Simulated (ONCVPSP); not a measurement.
Scattering properties, ONCV potential for nickel

```
Element                 : nickel
Generator               : ONCVPSP 4.0.1
Type                    : optimised norm-conserving Vanderbilt (ONCV)
Functional              : PBEsol
Relativity              : scalar-relativistic
Frozen core             : [Ne]
Valence charge          : 18
Reference configuration : 3s2 3p6 3d8 4s1.5 (charge +0.5)
Partial waves           : 3s+4s: rc 1.00 bohr, ncon 4, nbas 7, qcut 10 1/bohr, 2 projectors; 3p: rc 0.75 bohr, ncon 3, nbas 8, qcut 12.1 1/bohr, 2 projectors, debl 2.6 Ha; 3d: rc 1.05 bohr, ncon 4, nbas 9, qcut 14.2 1/bohr, 3 projectors, debl 1.6 Ha
Local potential         : polynomial inside 0.75 bohr (lpopt 5, dvloc0 0 Ha)
Core correction         : Teter function, fcfact 5.5, rcfact 1
```

In the p channel the program set the typed energies aside and used -2.779, 0.250 Ha.

The phase is arctan(r·R′/R) of the radial function R(r), unwrapped; energies in Ha, scanned from -6 to 5 Ha. A pole is an energy at which the radial function vanishes at the test radius. The pseudo phase is shifted by a multiple of π to meet the all-electron one at the reference energy, and phase errors are pseudo minus all-electron; the curves can meet again beyond the range given. Levels narrower than the energy grid can be missing from the lists of poles.

| channel | radius (bohr) | reference energy (Ha) | poles, all-electron | poles, pseudo | unbroken range about the reference energy with phases within 0.05 rad | phase error 1 Ha above the reference energy (rad) |
| --- | --- | --- | --- | --- | --- | --- |
| s | 1.01 | -0.34 | -1.90 | -1.90 | the whole range | -0.000 |
| p | 0.76 | -2.78 | none | none | the whole range | +0.000 |
| d | 1.06 | -0.49 | 1.42 | 1.42 | the whole range | -0.000 |

Phases in the d channel:

| E (Ha) | all-electron | pseudo |
| --- | --- | --- |
| -5.96 | 1.166 | 1.166 |
| -5.40 | 1.131 | 1.131 |
| -4.84 | 1.086 | 1.086 |
| -4.28 | 1.026 | 1.026 |
| -3.72 | 0.941 | 0.941 |
| -3.16 | 0.815 | 0.815 |
| -2.60 | 0.609 | 0.609 |
| -2.04 | 0.257 | 0.257 |
| -1.48 | -0.278 | -0.278 |
| -0.92 | -0.797 | -0.797 |
| -0.36 | -1.132 | -1.132 |
| 0.20 | -1.331 | -1.331 |
| 0.76 | -1.462 | -1.462 |
| 1.32 | -1.556 | -1.556 |
| 1.88 | -1.633 | -1.633 |
| 2.44 | -1.702 | -1.702 |
| 3.00 | -1.770 | -1.770 |
| 3.56 | -1.843 | -1.843 |
| 4.12 | -1.929 | -1.929 |
| 4.68 | -2.040 | -2.040 |
